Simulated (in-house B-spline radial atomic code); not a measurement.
Computed with a B-spline radial atomic code. Model: two electrons, singlet ground state, non-relativistic, full CI in B-splines with partial waves to l = 8 (at full coupling up to 3e-4 hartree above the limit, correlation up to 0.6 % small), density held at that of full coupling by Lieb maximisation.

W(λ) is the mean repulsion in the state of coupling λ less the Hartree energy of the fixed density. Its start is exact exchange, its initial slope is twice the second-order Görling-Levy correlation energy, and its area from 0 to 1 is E_xc. A straight curve means weak, dynamic correlation, and a curve that drops fast and flattens means strong correlation.

Command:
```bash
python run_ac.py task.json out
```
Settings (lengths in bohr, energies in hartree):
```
potential              yukawa
strength               1.98
lmax                   8
second                 0.541
```

Cost of the run: 38 s on 1 thread of Intel(R) Xeon(R) Processor @ 2.30GHz, with other jobs on the host.

**W = mean repulsion less Hartree energy, and W of three functionals.**

Given: confinement screened point charge; nuclear charge 1.98; screening of the nucleus 0.541 1/bohr; external potential -Z exp(-k r)/r.

Computed: LDA exchange minus exact 119.1 millihartree; PBE exchange minus exact -0.41525 millihartree.

```json
{"coupling": "0", "W xc (hartree)": "-0.90374", "W xc minus exchange (millihartree)": "0", "kinetic minus Kohn-Sham (millihartree)": "0", "LDA (PW92) W minus its exchange (millihartree)": "0", "PBE W minus its exchange (millihartree)": "0", "SCAN W minus its exchange (millihartree)": "0"}
{"coupling": "0.02", "W xc (hartree)": "-0.90579", "W xc minus exchange (millihartree)": "-2.047", "kinetic minus Kohn-Sham (millihartree)": "0.02", "LDA (PW92) W minus its exchange (millihartree)": "-11.5", "PBE W minus its exchange (millihartree)": "-1.63", "SCAN W minus its exchange (millihartree)": "-1.8"}
{"coupling": "0.05", "W xc (hartree)": "-0.90882", "W xc minus exchange (millihartree)": "-5.077", "kinetic minus Kohn-Sham (millihartree)": "0.13", "LDA (PW92) W minus its exchange (millihartree)": "-23.38", "PBE W minus its exchange (millihartree)": "-4.1", "SCAN W minus its exchange (millihartree)": "-4.42"}
{"coupling": "0.12", "W xc (hartree)": "-0.9157", "W xc minus exchange (millihartree)": "-11.962", "kinetic minus Kohn-Sham (millihartree)": "0.71", "LDA (PW92) W minus its exchange (millihartree)": "-44.38", "PBE W minus its exchange (millihartree)": "-9.92", "SCAN W minus its exchange (millihartree)": "-10.29"}
{"coupling": "0.25", "W xc (hartree)": "-0.92784", "W xc minus exchange (millihartree)": "-24.097", "kinetic minus Kohn-Sham (millihartree)": "2.95", "LDA (PW92) W minus its exchange (millihartree)": "-73.38", "PBE W minus its exchange (millihartree)": "-20.56", "SCAN W minus its exchange (millihartree)": "-20.49"}
{"coupling": "0.4", "W xc (hartree)": "?", "W xc minus exchange (millihartree)": "?", "kinetic minus Kohn-Sham (millihartree)": "?", "LDA (PW92) W minus its exchange (millihartree)": "?", "PBE W minus its exchange (millihartree)": "?", "SCAN W minus its exchange (millihartree)": "?"}
{"coupling": "0.6", "W xc (hartree)": "-0.95682", "W xc minus exchange (millihartree)": "-53.076", "kinetic minus Kohn-Sham (millihartree)": "15.12", "LDA (PW92) W minus its exchange (millihartree)": "-127.03", "PBE W minus its exchange (millihartree)": "-47.13", "SCAN W minus its exchange (millihartree)": "-44.55"}
{"coupling": "0.8", "W xc (hartree)": "-0.97131", "W xc minus exchange (millihartree)": "-67.569", "kinetic minus Kohn-Sham (millihartree)": "25.24", "LDA (PW92) W minus its exchange (millihartree)": "-149.97", "PBE W minus its exchange (millihartree)": "-60.84", "SCAN W minus its exchange (millihartree)": "-56.59"}
{"coupling": "1", "W xc (hartree)": "-0.98453", "W xc minus exchange (millihartree)": "-80.791", "kinetic minus Kohn-Sham (millihartree)": "37.12", "LDA (PW92) W minus its exchange (millihartree)": "-169.64", "PBE W minus its exchange (millihartree)": "-73.55", "SCAN W minus its exchange (millihartree)": "-67.64"}
{"coupling": "1.4", "W xc (hartree)": "-1.0077", "W xc minus exchange (millihartree)": "-104.01", "kinetic minus Kohn-Sham (millihartree)": "64.84", "LDA (PW92) W minus its exchange (millihartree)": "-202.26", "PBE W minus its exchange (millihartree)": "-96.38", "SCAN W minus its exchange (millihartree)": "-87.3"}
{"coupling": "2", "W xc (hartree)": "-1.0362", "W xc minus exchange (millihartree)": "-132.45", "kinetic minus Kohn-Sham (millihartree)": "112.86", "LDA (PW92) W minus its exchange (millihartree)": "-240.3", "PBE W minus its exchange (millihartree)": "-125.31", "SCAN W minus its exchange (millihartree)": "-112.05"}
{"coupling": "3", "W xc (hartree)": "?", "W xc minus exchange (millihartree)": "?", "kinetic minus Kohn-Sham (millihartree)": "?", "LDA (PW92) W minus its exchange (millihartree)": "?", "PBE W minus its exchange (millihartree)": "?", "SCAN W minus its exchange (millihartree)": "?"}
{"coupling": "4.5", "W xc (hartree)": "-1.1081", "W xc minus exchange (millihartree)": "-204.33", "kinetic minus Kohn-Sham (millihartree)": "335.07", "LDA (PW92) W minus its exchange (millihartree)": "-335.15", "PBE W minus its exchange (millihartree)": "-205.26", "SCAN W minus its exchange (millihartree)": "-179.61"}
```

What belongs in the row 0.4?

W xc (hartree): -0.94087; W xc minus exchange (millihartree): -37.133; kinetic minus Kohn-Sham (millihartree): 7.17; LDA (PW92) W minus its exchange (millihartree): -99.28; PBE W minus its exchange (millihartree): -32.36; SCAN W minus its exchange (millihartree): -31.33.

What belongs in the row 3?

W xc (hartree): -1.0717; W xc minus exchange (millihartree): -167.98; kinetic minus Kohn-Sham (millihartree): 200.69; LDA (PW92) W minus its exchange (millihartree): -286.82; PBE W minus its exchange (millihartree): -163.37; SCAN W minus its exchange (millihartree): -144.41.

What is the SCAN exchange minus exact?

-10.781 millihartree.

**Energy parts, natural occupations and partial-wave weights.**

Computed: total energy -1.1556 hartree; correlation energy -0.043672 hartree; kinetic part of the DFT correlation energy 0.037119 hartree; initial slope twice GL2 -0.10291 hartree; kinetic part over minus potential part 0.45944; Hartree energy 1.8075 hartree; Lieb Oxford ratio E_xc over LDA exchange 1.2075.

```tsv
natural	occupation of the shell (electrons)
s	1.9768
s	0.013973
p	0.0082228
d	0.00033762
p	?
s	0.00022071
```

What belongs in the row p?

occupation of the shell (electrons): 0.00029288.

```csv
wave,weight
s,0.9955
p,0.0042723
d,0.00019052
f,?
g,5.8622e-06
```

What belongs in the row f?

weight: 2.5808e-05.

What is the Kohn-Sham kinetic?

2.393 hartree.

What is the exchange energy?

-0.90374 hartree.

Half-way to full coupling W has made 56 % of its drop, against 50 % for a straight line, and second-order (GL2) theory, half the initial slope, overshoots the correlation energy by about 18 %: a moderate bend, as in light atoms. Over couplings 0 to 1 the errors in E_xc come to about +57 millihartree for LDA, +4.4 millihartree for PBE, -3.8 millihartree for SCAN, so SCAN is nearest. In LDA and PBE and SCAN the errors of exchange and correlation have opposite signs, so the sum is smaller than the larger of the two.
